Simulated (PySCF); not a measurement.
Mo(O)(NH)(Cl)(Br) (BrClHMoNO), SMILES [NH]=[Mo](=[O])([Cl])[Br], multiplicity 1.

Coordinates come from a PBE0-D3(BJ)/def2-SVP optimisation. The spin state was assumed, not searched. The structure was generated by enumeration; whether it is a known compound was not checked. The def2 effective core potentials stand for the cores of Mo; spin–orbit coupling is left out.

Calculation: PBE/def2-TZVP run with PySCF.

Isolated molecule, no solvent.

```yaml
total_energy: -3232.73328 hartree
highest_occupied_level: -7.37 eV
lowest_empty_level: -3.96 eV
orbital_gap: 3.42 eV
dipole_moment: 0.362 e·Å
quadrupole, principal values (traceless, Buckingham form, about the centre of nuclear charge): -6.86, -3.28, 10.15 D·Å
mean_static_polarisability: 83.3 bohr³ (12.35 Å³)
polarisability_principal_values: 67.9, 83.1, 98.9 bohr³
```
